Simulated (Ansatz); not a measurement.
Ansatz (an electronic-structure program) input for C4H8OSi, SMILES C#C[SiH2]CCO, PBE/def2-SVPD. Geometry optimised at r2SCAN-D4/def2-SVP. This is a generated structure with no PubChem entry under its InChIKey; it may be hypothetical. Other conformers were not sampled.

Ansatz 0.2 input:
```yaml
crystal:
  periodic: [false, false, false]
  atoms:
    - {symbol: C, position_ang: [1.92282143, -2.02546913, 0.03686604]}
    - {symbol: C, position_ang: [1.52753765, -0.87025151, 0.00851996]}
    - {symbol: Si, position_ang: [0.88984970, 0.85081468, -0.00513435]}
    - {symbol: C, position_ang: [-0.80345180, 0.90500030, 0.83681920]}
    - {symbol: C, position_ang: [-1.76868244, -0.14879938, 0.29615959]}
    - {symbol: O, position_ang: [-1.80949375, -0.16792445, -1.11757174]}
    - {symbol: H, position_ang: [2.27528365, -3.04161942, 0.05491218]}
    - {symbol: H, position_ang: [1.84234241, 1.71527058, 0.75611176]}
    - {symbol: H, position_ang: [0.83826777, 1.35294910, -1.40789075]}
    - {symbol: H, position_ang: [-1.21847362, 1.92271818, 0.70043449]}
    - {symbol: H, position_ang: [-0.66612674, 0.77833531, 1.92574459]}
    - {symbol: H, position_ang: [-1.42684052, -1.15232088, 0.59751347]}
    - {symbol: H, position_ang: [-2.78077224, -0.00659085, 0.72902217]}
    - {symbol: H, position_ang: [-2.11497554, 0.70036648, -1.41358200]}
basis:
  gaussian:
    orbitals: def2-SVPD
hamiltonian:
  xc: {name: PBE}
```

Log of the run:

```
WARN ansatz: RAYON_NUM_THREADS=2 ignored (pool sized by the plan → 2); use --threads N
Functional definition: PBE
integrals: 0.13 GiB planned
1601 factors; their error is unknown
mean field: 0.91 GiB planned
mean field evaluation 1: about -14168.7758 eV, gradient 7.5e1 eV
mean field evaluation 2: about -14133.6926 eV, gradient 1.4e2 eV
mean field evaluation 4: about -14182.0879 eV, gradient 1.4e1 eV
mean field evaluation 8: about -14182.5078 eV, gradient 1.6e-1 eV
mean field evaluation 16: about -14182.4333 eV, gradient 1.7e-4 eV
mean field -14182.43329419 eV, -521.1948103631 hartree, gradient 8.5e-5 eV, S^2 0.000000; 0 other end points of the search recorded, 0 dependent functions left out
reference -14182.43334832 eV, -521.1948123520 hartree; 27, 27 occupied and 164, 164 virtual orbitals, 1601 factors
Total energy: -14182.43334832 eV, -521.1948123520 hartree
```

The run converged.

Cost: roughly 4 core-seconds.
